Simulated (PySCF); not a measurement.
**Two-component Hartree-Fock for F⁺ (fluorine, charge +1)**

Start: [He] 2s2 2p4; 2p1/2 filled at m_j = +1/2; 2p3/2 filled at m_j = -1/2, +1/2, +3/2. Calculated with PySCF 2.14 in x2c-TZVPall-2c (5s3p2d1f, 31 functions): generalised Hartree-Fock with the X2C-1e Hamiltonian and a Gaussian nucleus; one run each with spin-orbit coupling (SO) switched off, then screened by Boettger's factors. This is a chosen level, not necessarily the ground level.

```
spinor shell  electrons  ε, spin-free (eV)  ε, screened SO (eV)  weight of nominal j (screened SO)  rms radius, screened SO (bohr)
       1s1/2          2            -739.19              -739.18                              1.000                           0.204
       2s1/2          2            -59.852              -59.849                              1.000                            1.05
       2p3/2          3            -39.387              -40.706                              0.662                            1.08
       2p1/2          1            -39.387              -35.438                              0.664                            1.14
```

| quantity | spin-free | screened SO |
| --- | --- | --- |
| E (hartree) | -98.92007 | -98.92087 |
| M_J | 2 | 2 |
| ⟨J²⟩ | 6.007 | 6.007 |
| ⟨L²⟩ | 2.002 | 2.003 |
| ⟨S²⟩ | 2.004 | 2.004 |

Each row is a mean over spinors that exchange with the open shell spreads, by up to 11.076 eV (2s1/2).

Rows whose weight is well below 1 are mixtures of j = l ± 1/2: exchange outweighs spin-orbit coupling there, and the label is only the starting occupation.

Without spin-orbit coupling the j labels of p, d and f shells carry no meaning; the spin-free column gives the mean over the occupied spinors of each nl shell.
